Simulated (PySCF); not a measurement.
Atoms are numbered as in `[SiH3:1][CH2:2][SiH2:3][PH2:4]`. Each H is labelled by its parent atom.

Geometry: PBE0-D3(BJ)/def2-SVP; GIAO absolute shieldings from PySCF 2.14, gas phase, non-relativistic, averaged over equivalent atoms.

At PBE0/pcSseg-2 (291 basis functions, 41 s wall time on 1 thread of an Arm Neoverse V1, shared host):
| atoms | σ (ppm) |
| --- | --- |
| Si3 | 382.0 |
| Si1 | 408.6 |
| C2 | 194.8 |
| P4 | 585.1 |
| H(Si3) | 26.73 |
| H(Si1) | 27.20 |
| H(P4) | 29.52 |
| H(C2) | 31.26 |

**Question.** What do these become at CAM-B3LYP/pcSseg-2?

**Answer.** 
```tsv
atoms	σ at CAM-B3LYP/pcSseg-2	change
Si3	369.8	-12.2
Si1	398.7	-9.9
C2	192.8	-2.0
P4	566.5	-18.6
H(Si3)	26.94	+0.21
H(Si1)	27.35	+0.15
H(P4)	29.68	+0.16
H(C2)	31.45	+0.19
```

The largest change is at P4 (phosphorus bonded to Si, 2 H). Cost: 291 basis functions, 58 s wall time on 1 thread of an Arm Neoverse V1, shared host.
